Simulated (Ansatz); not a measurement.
Born–Oppenheimer molecular dynamics of ClFH$_{8}$N$_{2}$SiTi (14 atoms, charge 0, multiplicity 1). It starts at the highest image of a converged band, a first-order saddle point between two minima.

Computed with RKS PBE/def2-SVP in Ansatz.

```yaml
ensemble: NVE (velocity Verlet)
time_step: 0.5 fs
steps_asked: 200
starting_velocities_drawn_for: 100 K
seed: 9362
```

First frame:

```xyz
14
Properties=species:S:1:pos:R:3
Ti -0.429 0.152 -0.037
Cl 0.148 -1.264 2.401
F 1.031 1.020 0.432
N -1.276 1.224 -1.313
H -2.139 0.993 -1.821
H -1.040 2.212 -1.468
N -0.437 -1.589 -0.727
H -0.918 -1.903 -1.578
H 0.130 -2.350 -0.335
Si -2.721 0.442 1.328
H -3.794 0.100 0.317
H -3.133 -0.289 2.592
H -2.862 1.911 1.656
H -1.044 -0.660 1.978
```

Question: How far do the bonds stretch over the last three quarters of this one trajectory? (Pairs bonded in most of those frames.)

Answer: 
```json
{"bond": "Ti1–Cl2", "mean (Å)": "2.816", "spread (Å)": "0.068", "shortest": "2.64", "longest": "2.87"}
{"bond": "Ti1–F3", "mean (Å)": "1.764", "spread (Å)": "0.009", "shortest": "1.75", "longest": "1.78"}
{"bond": "Ti1–N4", "mean (Å)": "1.882", "spread (Å)": "0.019", "shortest": "1.85", "longest": "1.90"}
{"bond": "Ti1–N7", "mean (Å)": "1.871", "spread (Å)": "0.012", "shortest": "1.86", "longest": "1.89"}
{"bond": "Ti1–Si10", "mean (Å)": "2.721", "spread (Å)": "0.025", "shortest": "2.67", "longest": "2.76"}
{"bond": "Ti1–H14", "mean (Å)": "2.126", "spread (Å)": "0.099", "shortest": "1.85", "longest": "2.22"}
{"bond": "Cl2–H14", "mean (Å)": "1.524", "spread (Å)": "0.109", "shortest": "1.36", "longest": "1.92"}
{"bond": "N4–H5", "mean (Å)": "1.028", "spread (Å)": "0.008", "shortest": "1.02", "longest": "1.04"}
{"bond": "N4–H6", "mean (Å)": "1.029", "spread (Å)": "0.008", "shortest": "1.02", "longest": "1.04"}
{"bond": "N7–H8", "mean (Å)": "1.026", "spread (Å)": "0.004", "shortest": "1.02", "longest": "1.03"}
{"bond": "N7–H9", "mean (Å)": "1.028", "spread (Å)": "0.004", "shortest": "1.02", "longest": "1.04"}
{"bond": "Si10–H11", "mean (Å)": "1.512", "spread (Å)": "0.018", "shortest": "1.48", "longest": "1.54"}
{"bond": "Si10–H12", "mean (Å)": "1.513", "spread (Å)": "0.014", "shortest": "1.49", "longest": "1.54"}
{"bond": "Si10–H13", "mean (Å)": "1.510", "spread (Å)": "0.004", "shortest": "1.50", "longest": "1.52"}
```

Pairs bonded in part of these frames only: Cl2–H14 90 %, Si10–H14 10 %.

Mean temperature of the second half: 81 K. The conserved energy stayed within 0.03 meV per atom of its start (net change 0.0095 meV per atom), so the integration is sound. A run of 0.1 ps of so small a system gives no equilibrium averages. The orbitals stay closed-shell, which can raise the energy where a bond breaks towards radicals; this wasn't checked here.

Time of the run: 6.1 min on 4 threads of Intel(R) Xeon(R) Platinum 8488C (Sapphire Rapids), with other jobs on the host, peak memory 0.26 GiB.
